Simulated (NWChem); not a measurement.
System: SnCl$_{4}$; SMILES [Cl][Sn]([Cl])([Cl])[Cl]

Here is an NWChem input.

```
start job
memory heap 200 mb stack 700 mb global 900 mb
geometry units angstroms
  Cl    -1.770426    -0.894723    -1.196354
  Sn     0.000000     0.000136    -0.000150
  Cl    -0.359056     2.264112     0.333281
  Cl     1.965946    -0.303823    -1.186991
  Cl     0.163911    -1.065808     2.050217
end
basis spherical
  * library def2-svp
end
ecp
  Sn library def2-ecp
end
dft
  xc pbe0
  iterations 150
end
driver
  maxiter 120
end
task dft optimize
dft
  grid fine
  convergence energy 1d-8 density 1d-7
end
task dft freq numerical
```

def2 effective core potentials on Sn; no spin-orbit coupling.

The level has its own optimisation; frequencies are unscaled.

Question: Predict the main results of this run. (PBE0/def2-SVP with def2 effective core potentials on Sn.) Quantities: r Cl–Sn (Å); highest harmonic frequency (cm⁻¹); lowest (cm⁻¹); zero-point energy (kcal/mol).

Answer: 
- r Cl–Sn (Å) = 2.317
- highest harmonic frequency (cm⁻¹) = 410
- lowest (cm⁻¹) = 96
- zero-point energy (kcal/mol) = 3.1
